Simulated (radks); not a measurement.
Results of a calculation; reference values are marked as such.
These are the eigenvalues of the occupied orbitals of an atom or ion with whole-number occupations (eV). Level of theory: non-relativistic Kohn-Sham, r2SCAN, spin-polarised, spherical densities, point nucleus; meta-GGA in the generalised Kohn-Sham scheme (a radial shooting solver on a logarithmic mesh with Libxc functionals).

1s: -14784.59
2s: -1962.985
2p: -1780.479
3s: -299.4592
3p: -232.9047
3d: -113.6996
4s: -37.5467
4p: -22.1577

Which element is it, and in what charge state? The configuration may be excited. Open shells, if any, are filled with parallel spins first.

Answer. Z = 37, rubidium, charge +1: Rb+ in [Kr]. The list shows which subshells hold electrons but not how many an open one holds; the 1s level, -543.32 hartree, gives Z - s = 33.0 by -(Z - s)^2/2, which with screening narrows Z to a few neighbours, and the depths of the outer levels then fix element, charge and occupations together.
